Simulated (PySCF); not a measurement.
Compound: C4H8O3.
Atom-mapped SMILES: `[CH3:1][CH:2]1[O:3][CH2:4][O:5][CH2:6][O:7]1` (hydrogens: H8, H9, H10 on C1; H11 on C2; H12, H13 on C4; H14, H15 on C6)

The closed-shell ground state was solved at several levels (PySCF, density fitting, gas phase, non-relativistic). Geometry: GFN2-xTB, one conformer, isolated molecule.

```
         level  basis functions  total energy (Eh)  HOMO (eV)  LUMO (eV)  gap (eV)  dipole (D)
PBE0/def2-SVPD              213          -382.2156      -8.10       0.80      8.90        1.87
 PBE0/pcSseg-1              159          -382.4302      -8.00       1.64      9.64        1.83
```

(1) Estimate the row for wB97X-D/def2-SVPD, a basis of 213 functions; the other rows only guide the guess.

(2) Over all these levels, which gives the widest orbital gap and which the narrowest?

(3) How far do the dipole and the HOMO energy spread over the levels?

## Answers

(1) Total energy -382.5139 Eh, HOMO -10.04 eV, LUMO 2.41 eV, gap 12.45 eV, dipole 1.93 D.

(2) wB97X-D/def2-SVPD (range-separated hybrid) has the widest, 12.45 eV, and PBE0/def2-SVPD (global hybrid, 25 % exact exchange) the narrowest, 8.90 eV. The two share the basis. From the narrowest to the widest the HOMO moves by -1.94 eV and the LUMO by +1.61 eV.

(3) The dipole runs from 1.83 to 1.93 D (mean 1.87 D) and the HOMO from -10.04 to -8.00 eV.

The pairwise dispersion term of wB97X-D wasn't added to the energies; at a given geometry it leaves orbitals and properties as they are.
